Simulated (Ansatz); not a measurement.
```yaml
crystal:
  periodic: [false, false, false]
  atoms:
    - {symbol: C, position_ang: [0.390510, 1.318253, -1.372083]}
    - {symbol: C, position_ang: [-0.079007, -0.073005, -1.014769]}
    - {symbol: N, position_ang: [-0.103896, -0.355803, 0.400949]}
    - {symbol: C, position_ang: [-0.563135, -1.697872, 0.666084]}
    - {symbol: Ga, position_ang: [0.358892, 0.748238, 1.778939]}
    - {symbol: H, position_ang: [1.409783, 1.499989, -1.022358]}
    - {symbol: H, position_ang: [-0.254825, 2.084052, -0.934639]}
    - {symbol: H, position_ang: [0.378662, 1.447086, -2.456313]}
    - {symbol: H, position_ang: [0.565647, -0.811143, -1.519269]}
    - {symbol: H, position_ang: [-1.086804, -0.230954, -1.432284]}
    - {symbol: H, position_ang: [-0.576477, -1.898698, 1.738884]}
    - {symbol: H, position_ang: [-1.579915, -1.859537, 0.279411]}
    - {symbol: H, position_ang: [0.085924, -2.447281, 0.190081]}
    - {symbol: H, position_ang: [0.857239, 2.200089, 1.515087]}
    - {symbol: H, position_ang: [0.197422, 0.076585, 3.182299]}
basis:
  gaussian: {orbitals: cc-pVTZ-DK, fitting: {mean_field: def2-universal-jkfit}}
total_charge: 1
magnetization: {spin_polarized: true, initial_magnetization: 2}
hamiltonian: {xc: {name: PBEsol}, dispersion: d3bjatm, pseudopotentials: {relativity: none}}
scf: {lower_state_search: off}
```

```sh
$ ansatz run in.yaml --threads 4 --pin off --events-out ev --progress --plain --max-ram 11315MiB
```

It prints (some lines left out):

```
Error: a molecule whose nuclei and cores have a total charge of 66 cannot have a net charge of 1 together with 2 unpaired electrons
```

**Question.** Something in this input is off. What?

**Answer.** The number of unpaired electrons doesn't fit the electron count. The program refused the input.
